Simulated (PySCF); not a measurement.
In(H)(Et)(OH) (C2H7InO), SMILES C[CH2][InH][OH]. Atoms are numbered in the order given.

```xyz
11

In    -0.2835    -0.5400     0.0000
H     -1.1893    -2.0087     0.0000
C     -0.7019     1.6097     0.0000
C      0.5647     2.4673     0.0000
H     -1.3305     1.8164    -0.8818
H     -1.3305     1.8164     0.8818
H      1.1916     2.2765     0.8866
H      1.1916     2.2765    -0.8866
H      0.3266     3.5457     0.0000
O      1.7007    -0.9470     0.0000
H      2.2473    -0.1494     0.0000
```
Charge 0, spin multiplicity 1.

Coordinates come from a B3LYP-D3(BJ)/def2-SVP optimisation. The structure was generated by enumeration; whether it is a known compound was not checked. The def2 effective core potentials stand for the cores of In; spin–orbit coupling is left out. The values are those of a single conformer.

Method: PBE/def2-TZVP (PySCF).

Symmetry labels are those of the subgroup Cs that the program uses (full group Cs).

Computed valence orbital energies around the gap with their symmetry:
```json
[
 {"orbital": "HOMO−7", "symmetry": "A\"", "energy (eV)": "-10.85"},
 {"orbital": "HOMO−6", "symmetry": "A'", "energy (eV)": "-10.30"},
 {"orbital": "HOMO−5", "symmetry": "A'", "energy (eV)": "-9.37"},
 {"orbital": "HOMO−4", "symmetry": "A'", "energy (eV)": "-8.59"},
 {"orbital": "HOMO−3", "symmetry": "A\"", "energy (eV)": "-8.50"},
 {"orbital": "HOMO−2", "symmetry": "A'", "energy (eV)": "-7.02"},
 {"orbital": "HOMO−1", "symmetry": "A\"", "energy (eV)": "-6.37"},
 {"orbital": "HOMO", "symmetry": "A'", "energy (eV)": "-6.12"},
 {"orbital": "LUMO", "symmetry": "A\"", "energy (eV)": "-1.83"},
 {"orbital": "LUMO+1", "symmetry": "A'", "energy (eV)": "-1.25"},
 {"orbital": "LUMO+2", "symmetry": "A'", "energy (eV)": "-0.34"},
 {"orbital": "LUMO+3", "symmetry": "A'", "energy (eV)": "0.57"}
]
```
